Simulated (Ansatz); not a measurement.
C5H5Br (SMILES C=C(Br)C#CC), singlet, geometry from GFN2-xTB; PBE0/def2-TZVPP run with Ansatz (a quantum-chemistry and plane-wave program).

The Ansatz input:
Ansatz 0.2 input:
```yaml
crystal:
  periodic: [false, false, false]
  atoms:
    - {symbol: C, position_ang: [-1.71034271, -1.25468240, 0.51541581]}
    - {symbol: C, position_ang: [-0.61987639, -0.55614926, 0.22757124]}
    - {symbol: Br, position_ang: [-0.78185759, 1.23150877, -0.49249645]}
    - {symbol: C, position_ang: [0.70526185, -0.98814522, 0.39438297]}
    - {symbol: C, position_ang: [1.86673100, -1.28525510, 0.50770021]}
    - {symbol: C, position_ang: [3.24154553, -1.68711536, 0.66308307]}
    - {symbol: H, position_ang: [-2.69829667, -0.85926177, 0.36157836]}
    - {symbol: H, position_ang: [-1.62622340, -2.25041045, 0.91654195]}
    - {symbol: H, position_ang: [3.30807045, -2.77108676, 0.75241930]}
    - {symbol: H, position_ang: [3.66081663, -1.23022226, 1.55946499]}
    - {symbol: H, position_ang: [3.82073314, -1.36374140, -0.20154862]}
basis:
  gaussian:
    orbitals: def2-TZVPP
hamiltonian:
  xc: pbe0
```

Q: Write the output that Ansatz gives for this input, abridged.

A: 
```
Functional definition: PBE0
1608 factors; their error is unknown
mean field evaluation 1: about -75286.6687 eV, gradient 6.7e1 eV
mean field evaluation 2: about -75282.7101 eV, gradient 7.4e1 eV
mean field evaluation 4: about -75297.2970 eV, gradient 7.6e0 eV
mean field evaluation 8: about -75297.4307 eV, gradient 2.2e-1 eV
mean field evaluation 16: about -75297.8678 eV, gradient 9.2e-4 eV
mean field -75297.86782496 eV, -2767.1456038394 hartree, gradient 3.6e-5 eV, S^2 0.000000; 0 other end points of the search recorded, 0 dependent functions left out
reference -75297.86785827 eV, -2767.1456050634 hartree; 35, 35 occupied and 238, 238 virtual orbitals, 1608 factors
Total energy: -75297.86785827 eV, -2767.1456050634 hartree
```
